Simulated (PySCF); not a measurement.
Zn(F)(Et) (C₂H₅FZn), SMILES C[CH2][Zn][F]. Geometry: PBE-D3(BJ)/def2-SVP. The structure was generated by enumeration; whether it is a known compound was not checked. The values are those of a single conformer.

The numbers are results of PBE-D3(BJ)/def2-SVP in PySCF 2.14.0, not measurements.

Harmonic wavenumbers (cm⁻¹): 93, 119, 243, 246, 507, 630, 686, 917, 943, 1021, 1169, 1204, 1348, 1386, 1425, 1429, 2957, 2977, 3026, 3032, 3055. Rotational constants (GHz): 24.43, 2.257, 2.122; symmetry number 1.

Q: Work out the zero-point energy and the ideal-gas rigid-rotor harmonic-oscillator thermochemistry at 298.15 K and 1 atm.

A: ZPE = ½ Σ hcν = ½ × 28414 cm⁻¹ = 40.62 kcal/mol. H − E(el) = 44.94 kcal/mol. Entropy in cal/(mol K): translation 40.09, rotation 25.42, vibration 12.11, total 77.63. G − E(el) = 21.80 kcal/mol. Cp = 20.57 cal/(mol K). Modes under 150 cm⁻¹ make the vibrational entropy uncertain.
